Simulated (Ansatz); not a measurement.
Start from `[SiH3]C1(Cl)C=C1` and change one atom or group to get `[SiH3]C1C=C1`.

Ansatz, PBE0-D4/def2-TZVP geometries, multiplicity 1. 

```json
{"property": "HOMO energy (ωB97M-V/def2-TZVPP) / eV", "`[SiH3]C1(Cl)C=C1`": "-9.87"}
{"property": "HOMO–LUMO gap (B3LYP/def2-TZVPP) / eV", "`[SiH3]C1(Cl)C=C1`": "6.52"}
{"property": "LUMO energy (PBE0/def2-TZVPP) / eV", "`[SiH3]C1(Cl)C=C1`": "-0.78"}
{"property": "HOMO–LUMO gap (ωB97M-V/def2-TZVPP) / eV", "`[SiH3]C1(Cl)C=C1`": "11.19"}
{"property": "size of the dipole moment (B3LYP/def2-TZVPP) / D", "`[SiH3]C1(Cl)C=C1`": "2.65"}
{"property": "HOMO–LUMO gap (PBE0/def2-TZVPP) / eV", "`[SiH3]C1(Cl)C=C1`": "6.97"}
```

Question: What does the change do to each property? (Best estimate.)

Answer: Ansatz gave: 
```tsv
property	`[SiH3]C1C=C1`	shift
HOMO energy (ωB97M-V/def2-TZVPP) / eV	-9.20	0.67
HOMO–LUMO gap (B3LYP/def2-TZVPP) / eV	6.24	-0.28
LUMO energy (PBE0/def2-TZVPP) / eV	-0.32	0.46
HOMO–LUMO gap (ωB97M-V/def2-TZVPP) / eV	10.95	-0.24
size of the dipole moment (B3LYP/def2-TZVPP) / D	1.35	-1.30
HOMO–LUMO gap (PBE0/def2-TZVPP) / eV	6.68	-0.29
```

With PBE0 the HOMO rises by 0.75 eV and the LUMO rises by 0.46 eV, so the gap narrows by about 0.29 eV. PBE moves the HOMO by 0.74 eV and ωB97M-V by 0.67 eV. Dipoles are sizes alone; their direction can turn.

B3LYP here is the variant with VWN-RPA as its local correlation; programs differ in this.
